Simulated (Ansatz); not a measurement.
GaH5OSSi (`[OH][Ga]([SiH3])[SH]`), 9 atoms. Total charge 0; spin multiplicity 1. Correlated methods include outer-core shells of Ga, which these sets cover unevenly. Scalar relativity is left out up to krypton. All runs use 4 threads of an Arm Neoverse V1 on a shared host. Correlated methods freeze the cores.

(1) Give the basis size and wall time and peak host memory of each of these runs in Ansatz. RHF-MP2/def2-QZVPP energy; RKS PBE0-D4/def2-TZVP frequencies; RHF-CCSD(T)/def2-TZVPP energy; RKS r2SCANh-D4/def2-TZVPP energy; RKS BLYP-D4/def2-TZVPP energy; RHF-CCSD(T)/def2-SVP energy; RKS PBE0-D4/def2-SVP energy; RKS ωB97M-V/def2-QZVPP energy; RKS ωB97M-V/def2-SVP energy; direct RPA on PBE orbitals/def2-TZVPP energy; RKS CAM-B3LYP-D4/def2-TZVPP energy; RKS PBE0-D4/def2-QZVPP energy. (Best estimate.)

Results:

(1) The calculation gave: Other jobs shared the machine, so times are rough.

```csv
level,job,functions,wall time,peak host memory (GiB)
RKS PBE0-D4/def2-SVP,energy,107,1.4 s,0.23
RKS BLYP-D4/def2-TZVPP,energy,233,1.9 s,0.32
RKS CAM-B3LYP-D4/def2-TZVPP,energy,233,3.8 s,0.75
RHF-CCSD(T)/def2-SVP,energy,107,4.9 s,0.44
direct RPA on PBE orbitals/def2-TZVPP,energy,233,5.5 s,0.48
RKS r2SCANh-D4/def2-TZVPP,energy,233,6 s,0.68
RKS ωB97M-V/def2-SVP,energy,107,6 s,0.36
RKS PBE0-D4/def2-QZVPP,energy,436,11 s,1.8
RHF-MP2/def2-QZVPP,energy,436,21 s,2.3
RKS ωB97M-V/def2-QZVPP,energy,436,22 s,2.1
RHF-CCSD(T)/def2-TZVPP,energy,233,2.1 min,3.8
RKS PBE0-D4/def2-TZVP,frequencies,183,2.2 min,0.52
```
